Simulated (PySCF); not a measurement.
Excitations are Tamm–Dancoff values on a coarser integration grid. The basis has no diffuse functions, so Rydberg states are missing or too high.

## AlBr$_{3}$, SMILES `[Br][Al]([Br])[Br]` (charge 0, multiplicity 1)

Calculation: PBE-D3(BJ)/def2-TZVP // PBE0-D3(BJ)/def2-TZVP (PySCF).

The HOMO is -7.36 eV. The dipole moment comes out as 0.00 D. The HOMO–LUMO gap comes out as 4.98 eV, the LUMO is -2.38 eV and the S1 excitation (TDA) is 5.11 eV. The S1 oscillator strength is 0.000 and the T1 excitation (TDA) comes out as 4.87 eV. The S1–T1 gap (TDA) is 0.24 eV and the total energy comes out as -7963.8201 Ha. The cost is around 70 core-seconds (rough).

Bonded distances (Å): Br1–Al2 2.229, Al2–Br3 2.229, Al2–Br4 2.229. Bond angles (°): Br1–Al2–Br3 120.0, Br1–Al2–Br4 120.0, Br3–Al2–Br4 120.0.
Charge 0, spin multiplicity 1.
